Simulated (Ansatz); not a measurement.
Molecule (SMILES): [BH]N (BH-NH2), doublet.
Atoms: B1, N2, H3, H4, H5. Bonds: B1-N2, B1-H3, N2-H4, N2-H5.

Basis-set convergence of the highest harmonic wavenumber at PBE with Ansatz (an electronic-structure program). Each level at its own minimum, finite differences of forces, unscaled; the reference is a large set that could be run, not a limit. Cartesian d functions, on some or all atoms, in 6-31+G*, 6-31G**; all else is spherical. The program fits the integrals of some runs and decomposes those of others, by size. Core-valence sets carry the plain set on hydrogen. Open shells are unrestricted. No added dispersion term, no relativity. Reference: the value in aug-pcseg-2, 3540 cm⁻¹, itself unsure by roughly 3 cm⁻¹ (its mean distance from aug-cc-pVTZ, def2-TZVPPD). Deviations are taken from unrounded values.

```
basis            functions  highest harmonic wavenumber (cm⁻¹)  minus reference (cm⁻¹)
---------------  ---------  ----------------------------------  ----------------------
STO-3G                  13                                3677                     136
3-21G                   24                                3438                    -102
6-31G                   24                                3547                       7
pcseg-0                 24                                3394                    -146
cc-pVDZ                 43                                3537                      -4
6-31+G*                 44                                3542                       2
6-31G**                 45                                3567                      27
aug-cc-pVDZ             73                                3545                       4
aug-pcseg-1             73                                3534                      -7
def2-TZVP               80                                3533                      -7
def2-TZVPD             101                                3531                      -9
cc-pVTZ                102                                3541                       0
pcseg-2                102                                3541                       0
def2-TZVPP             104                                3545                       5
jun-cc-pV(T+d)Z        120                                3542                       2
def2-TZVPPD            125                                3544                       4
cc-pCVTZ               128                                3535                      -5
aug-pcseg-2            161                                3540                       0
```

The smallest set listed that lies within 20 cm⁻¹ of the reference with all its larger relatives (same family, alike in diffuse functions; a set with none counts only in the reference's own line) is cc-pVDZ (43 functions, -4 cm⁻¹ off). Inside the window by cancellation, since a larger relative falls out: 6-31G. Inside, with no larger relative to test it: pcseg-2, cc-pCVTZ. (Relatives not listed, tested too: 6-31G* -3, 6-311G** 6, 6-311+G** 9, 6-311++G(2d,2p) 13, 6-311++G(3df,3pd) 4, aug-cc-pVTZ -2 cm⁻¹.)
